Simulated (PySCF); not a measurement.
# Excitation energy of I⁺ by level of theory

I⁺ [Kr] 4d10 5s2 5p4 (3P) → I⁺ [Kr] 4d10 5s1 5p4 5d1 (high-spin determinant), as a difference of total energies. Computed with PySCF 2.14 in dyall-av2z (22s16p12d, 130 functions), with the non-relativistic Hamiltonian (point nucleus). Correlated levels: valence: [Kr] 4d10 frozen; virtual orbitals above 40 to 60 times the deepest correlated orbital energy dropped. The calculations carry no spin-orbit coupling.

| method | excitation energy (cm⁻¹) |
| --- | --- |
| UHF | 148780 |
| LDA | 157890 |
| PBE | 154190 |
| PBE0 | 154510 |
| r2SCAN | 153230 |
| revPBE | 152780 |
| PW91 | 154590 |
| wB97X | 161720 |
| MP2 (valence) | 151810 |
| SCS-MP2 (valence) | 151790 |

A first-order spin-orbit estimate (lowest level to lowest level, LS coupling) adds 0.019 eV.

The promoted electron is Rydberg-like, and one or two diffuse shells describe it only roughly, which tends to raise the upper state.

The determinant of the upper state mixes LS terms, which raises its energy above the lowest term, most at the Hartree-Fock and MP2 levels.
